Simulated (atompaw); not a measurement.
## Ti (Z = 22): PAW (atompaw) pseudisation with PBE, scalar-relativistic reference atom.

- Element: Ti (Z = 22)
- Generator: atompaw 4.2.0.5
- Type: PAW
- Functional: PBE
- Relativity: scalar-relativistic
- Frozen core: [Ar]
- Valence charge: 4
- Reference configuration: 3d2 4s2 4p0
- Partial waves: 4s (bound): rc 2.65 bohr; 4s channel at 2.75 Ry: rc 2.75 bohr; 4p (bound, empty): rc 2.75 bohr; 4p channel at 0.5 Ry: rc 2.75 bohr; 3d (bound): rc 2.20 bohr; 3d channel at 3.45 Ry: rc 2.75 bohr
- Local potential: ultrasoft scheme with l = 3 at 0.5 Ry, radius 2.40 bohr
- Core correction: smooth core density matched at 2.20 bohr
- Augmentation charge: besselshape compensation charge, radius 2.75 bohr; PAW radius 2.75 bohr; waves and projectors: custom rrkj vanderbiltortho

- Cutoffs needed: 18 Ry and 21 Ry (the cutoffs (Ry, on a coarse ladder) from which the occupation-weighted sum of valence levels, in a spherical-Bessel basis at the reference potential, stays within 10 and 1 mRy of its value at 400 Ry)
- Ghost test: no extra level below or beside the all-electron valence levels (s, p, d, f tested) (spherical-Bessel basis up to 400 Ry, 20 bohr box)
- Lowest eigenvalue of the overlap operator: 0.68 (p channel)
- Overlap eigenvalues printed by atompaw (projector basis): 0.0873, 0.199, 1.01, 80.1, 811, 3.4e+03
- Share of each valence orbital outside the PAW sphere: 4s 69 %, 4p 88 %, 3d 12 %
